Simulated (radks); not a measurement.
The mean radii <r> (bohr) of the occupied orbitals of an atom or ion are listed with their occupations. Method: Dirac Kohn-Sham, PBE, spin-unpolarised, spherical densities, finite nucleus; Fermi nuclear charge, rms radius of each element as measured or else 0.836 A^(1/3) + 0.57 fm; computed with a radial shooting solver on a logarithmic mesh with Libxc functionals.

| orbital | occ. | <r> |
|---|---|---|
| 1s1/2 | 2 | 0.01867 |
| 2s1/2 | 2 | 0.07835 |
| 2p1/2 | 2 | 0.06487 |
| 2p3/2 | 4 | 0.07271 |
| 3s1/2 | 2 | 0.2043 |
| 3p1/2 | 2 | 0.1943 |
| 3p3/2 | 4 | 0.2088 |
| 3d3/2 | 4 | 0.1829 |
| 3d5/2 | 6 | 0.1874 |
| 4s1/2 | 2 | 0.4587 |
| 4p1/2 | 2 | 0.4645 |
| 4p3/2 | 4 | 0.4975 |
| 4d3/2 | 4 | 0.5165 |
| 4d5/2 | 6 | 0.5279 |
| 5s1/2 | 2 | 1.102 |
| 5p1/2 | 2 | 1.222 |
| 5p3/2 | 4 | 1.329 |
| 4f5/2 | 6 | 0.6342 |
| 4f7/2 | 8 | 0.6452 |
| 6s1/2 | 2 | 3.319 |
| 5d3/2 | 3 | 2.219 |

Name the element and its charge. Open shells, if any, fill j = l - 1/2 first.

Answer. Z = 73, tantalum, charge 0: Ta in [Xe] 4f14 5d3 6s2. The 1s radius gives Z: for a bare nucleus <r> = (2 gamma + 1)/(2Z) with gamma = sqrt(1 - (Z/c)^2), 0.01844 bohr for Z = 73, and screening makes it slightly larger (0.01867 here). The occupations add up to 73, and the charge is Z minus that.
